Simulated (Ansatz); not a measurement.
A nudged elastic band was laid between two geometries of C₃H₉NO₂Si (16 atoms, charge 0, multiplicity 1).

Computed with RHF/STO-3G (Ansatz 0.2.0).

```json
{
  "movable images": "5",
  "climbing image": "yes",
  "spring": "0.1 eV/Å²",
  "optimiser": "quadratic models (default)",
  "start path": "through a guess of the saddle point",
  "force threshold": "0.05 eV/Å",
  "iteration limit": "60",
  "end points": "relaxed"
}
```

Initial state:

```xyz
16
Properties=species:S:1:pos:R:3
C 1.799 -0.298 0.496
C 0.619 -0.313 -0.466
N 0.845 -0.810 -1.835
C -0.613 0.084 -0.190
O -1.597 0.009 -1.177
Si -1.303 0.769 1.405
O -2.894 1.234 1.118
H 2.195 -1.301 0.643
H 2.609 0.320 0.111
H 1.512 0.093 1.466
H 1.603 -0.256 -2.267
H 1.227 -1.769 -1.779
H -1.106 -0.363 -1.953
H -1.249 -0.229 2.421
H -0.545 1.895 1.834
H -3.124 0.913 0.216
```

Final state:

```xyz
16
Properties=species:S:1:pos:R:3
C 2.073 -0.317 0.368
C 0.732 -0.333 -0.350
N 0.695 -0.735 -1.771
C -0.426 0.012 0.187
O -1.541 -0.079 -0.666
Si -0.969 0.647 1.936
O -2.645 0.925 1.114
H 2.551 -1.294 0.334
H 2.759 0.398 -0.084
H 1.943 -0.043 1.410
H 1.390 -0.177 -2.294
H 1.037 -1.707 -1.855
H -1.173 -0.300 -1.557
H -3.362 0.372 1.489
H -0.598 2.017 1.616
H -2.490 0.591 0.167
```

(1) Which bonds break or form, and what moves?

(2) What energy profile does the band end with?

(3) What is the geometry of the highest image?

The band took 13 iterations and about 3 core-minutes.

## Answers

(1) Bonds broken: Si6–H14. Bonds formed: O7–H14.

(2) The run converged. The highest image is number 4 of 0 to 6, 454.1 kJ/mol above the first end and 280.9 kJ/mol above the last; the last end lies 173.2 kJ/mol above the first. Neighbouring images differ by up to 3.2 eV, so the band resolves the path poorly. Another band between the same ends (5 images) ends at a top of the same energy, where a vibrational analysis finds 1 clearly imaginary mode. The orbitals stay closed-shell, which can raise the energy where a bond breaks towards radicals; this wasn't checked here. Limits of this set-up: minimal basis.

| image | path coordinate (Å) | energy (kJ/mol) | Si6–H14 (Å) | O7–H14 (Å) |
| --- | --- | --- | --- | --- |
| 0 | 0.00 | 0.0 | 1.43 | 2.56 |
| 1 | 0.55 | 0.2 | 1.43 | 2.57 |
| 2 | 1.11 | 9.5 | 1.42 | 2.48 |
| 3 | 1.69 | 146.5 | 1.42 | 1.99 |
| 4 | 2.28 | 454.1 | 1.51 | 1.33 |
| 5 | 3.10 | 209.0 | 2.23 | 0.98 |
| 6 | 3.91 | 173.2 | 2.45 | 0.98 |

(3) 
```xyz
16
Properties=species:S:1:pos:R:3
C 1.944 -0.295 0.416
C 0.689 -0.336 -0.445
N 0.815 -0.798 -1.838
C -0.526 0.012 -0.049
O -1.587 -0.091 -0.950
Si -1.117 0.614 1.626
O -2.764 1.211 1.148
H 2.410 -1.277 0.477
H 2.683 0.391 0.007
H 1.714 0.027 1.427
H 1.483 -0.185 -2.332
H 1.270 -1.726 -1.841
H -1.154 -0.430 -1.774
H -2.528 0.228 2.007
H -0.391 1.818 1.901
H -2.965 0.814 0.263
```

The run took 3.5 min on 1 thread of Arm Neoverse N1, with other jobs on the host, peak memory 0.13 GiB.
